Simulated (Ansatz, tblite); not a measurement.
Forces on CuNi₂⁺ at its PBE0-D4/def2-TZVP geometry. The state is a singlet with charge 1.

The xTB rows come from tblite. At r2SCAN-D4/def2-TZVP the restricted singlet is unstable: a solution with broken spin symmetry lies lower. At r2SCAN-D4/def2-TZVP an occupied level of the charge 1 singlet lies above an empty one (by up to 0.31 eV), so this SCF solution is probably not the lowest. The geometry of the singlet was relaxed on an unsound state (restricted singlet, unstable towards broken spin symmetry). At PBE0-D4/def2-TZVP a triplet of charge 1 lies 2.23 eV below the restricted singlet, each at its own geometry. The structure comes from a short search, and lower isomers may exist.

GFN1-xTB (tblite), largest force 1.49 eV/Å:

```xyz
3
positions Å, forces eV/Å
Ni    0.846   -0.909    0.308   -0.535    1.290   -0.522
Ni    0.544    1.024   -0.538   -0.122   -1.343    0.630
Cu   -1.389   -0.115    0.230    0.657    0.053   -0.108
```

GFN2-xTB (tblite), largest force 0.04 eV/Å:

```
Ni -0.023 0.012 -0.003
Ni -0.014 -0.013 0.008
Cu 0.037 0.001 -0.005
```

r2SCAN-D4/def2-TZVP (Ansatz), largest force 0.60 eV/Å:

```
Ni -0.310 0.041 0.021
Ni -0.284 -0.088 0.076
Cu 0.594 0.046 -0.097
```
